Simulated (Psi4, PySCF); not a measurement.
PySCF was given this input:
```python
from pyscf import gto, scf, cc

mol = gto.M(
    atom='''
O    -0.00000000   -0.00000000   -1.68366881
C    -0.00000000   -0.00000000   -0.55245407
S     0.00000000    0.00000000    1.04900468
''',
    basis='6-311g**',
    charge=1,
    spin=1,
    verbose=4,
)

mf = scf.UHF(mol)
mf.kernel()

mycc = cc.CCSD(mf, frozen=7)
mycc.kernel()
et = mycc.ccsd_t()
print('E(CCSD(T)) = %.10f' % (mycc.e_tot + et))
```

Task: Give the equivalent Psi4 input.

Result: This is not unique; one that fits is 
```
memory 2 GB

molecule {
1 2
  O    -0.00000000   -0.00000000   -1.68366881
  C    -0.00000000   -0.00000000   -0.55245407
  S     0.00000000    0.00000000    1.04900468
}

set basis 6-311g**
set reference uhf
set freeze_core true
set mp2_type conv
set scf_type pk
set puream true
set d_convergence 1e-8

energy('ccsd(t)')
print_variables()
```

Both were run: PySCF gave -510.397637 Eh and Psi4 -510.397636 Eh, 0.000 mEh apart.
